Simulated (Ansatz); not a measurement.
`C[Si](F)(S)Br` + H₂ → `C[SiH](F)S` + HBr  (hydrogenolysis of the Si–Br bond)

Gas-phase electronic energies from Ansatz, PBE0-D4/def2-TZVP geometries. CCSD(T)/CBS is the MP2 limit (def2-TZVPP, def2-QZVPP) plus CCSD(T) − MP2 in def2-TZVPP, frozen cores. This one scheme is used for every species. DFT in def2-TZVPP. For Br outer-core shells are correlated without core-valence functions, which leaves a few kJ/mol of doubt a bond. Scalar relativity is left out up to krypton. One conformer a species, not always the lowest.

| species | BHLYP-D4 energy (Eh) |
| --- | --- |
| `C[Si](F)(S)Br` | -3402.39340 |
| H₂ | -1.17009 |
| `C[SiH](F)S` | -828.78419 |
| HBr | -2574.74895 |

Work out ΔE.

ΔE = (-828.78419) + (-2574.74895) − (-3402.39340) − (-1.17009) = 0.03035 Eh = +79.7 kJ/mol. CCSD(T)/CBS gives +83.1 kJ/mol.

What do rigid-rotor, harmonic-oscillator terms from PBE0-D4/def2-TZVP frequencies (298.15 K, 1 bar) make of the CCSD(T)/CBS value? (Estimate.)

The calculation gave: ΔZPE = +8.0 kJ/mol, ΔH = +87.5 kJ/mol, ΔS = 26 J/(mol·K), ΔG = +79.9 kJ/mol.

Largest T1 diagnostic among the species: 0.011.

In def2-TZVPP, CCSD(T) changes the Hartree–Fock value by +15.2 kJ/mol (the triples alone add +4.6 kJ/mol) and MP2 by +27.4 kJ/mol. The D4 term adds +12.9 kJ/mol with B3LYP and +6.8 kJ/mol with PBE0; it sums over pairs of atoms, weighted by their polarisabilities, and B3LYP, whose exchange is more repulsive, gets the larger term.

B3LYP here is the variant with VWN-RPA as its local correlation; programs differ in this.
